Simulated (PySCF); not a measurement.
C2H2F3, SMILES [CH2]C(F)(F)F, multiplicity 2. Atoms are numbered in the order given.

```xyz
7

C      1.4944    -0.0475     0.0000
C      0.0121    -0.0096     0.0000
F     -0.4987    -0.6132     1.0871
F     -0.4987    -0.6132    -1.0871
F     -0.4566     1.2592     0.0000
H      2.0241     0.0237     0.9503
H      2.0241     0.0237    -0.9503
```
Charge 0, spin multiplicity 2.

The structure is a stationary point at B3LYP-D3(BJ)/def2-SVP. The isomer is the one that the SMILES or the coordinates give; other isomers of the formula were not compared.

Computed with r2SCAN/def2-TZVP (PySCF).

Gas-phase values at a fixed geometry.

| Item | Result |
|---|---|
| total energy | -376.89446 hartree |
| point group | Cs |
| α spin, highest occupied and lowest empty level | -6.97 and 1.73 eV |
| β spin, highest occupied and lowest empty level | -9.76 and -3.35 eV |
| dipole moment | 2.13 D |
| quadrupole, principal values (traceless, Buckingham form, about the centre of nuclear charge) | -3.22, -0.43, 3.65 D·Å |
| mean static polarisability | 26.1 bohr³ (3.86 Å³) |
| polarisability, principal values | 23.7, 26.2, 28.3 bohr³ |
| ⟨S²⟩ | 0.756 (pure state 0.75) |
